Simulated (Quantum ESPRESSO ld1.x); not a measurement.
Results of a calculation; reference values are marked as such.
Q: The mean radii <r> (bohr) of the occupied orbitals of an atom or ion are listed with their occupations. Code: ld1.x of Quantum ESPRESSO 7.5. Model: Dirac Kohn-Sham, LDA (Slater exchange, Perdew-Zunger correlation), spin-unpolarised, spherical densities, point nucleus.

orbital  occ.      <r>
1s1/2       2  0.03038
2s1/2       2   0.1278
2p1/2       2   0.1078
2p3/2       3   0.1126

Name the element and its charge. Open shells, if any, fill j = l - 1/2 first.

A: Z = 48, cadmium, charge +39: Cd39+ in [He] 2s2 2p5. The 1s radius gives Z: for a bare nucleus <r> = (2 gamma + 1)/(2Z) with gamma = sqrt(1 - (Z/c)^2), 0.02993 bohr for Z = 48, and screening makes it slightly larger (0.03038 here). The occupations add up to 9, and the charge is Z minus that.
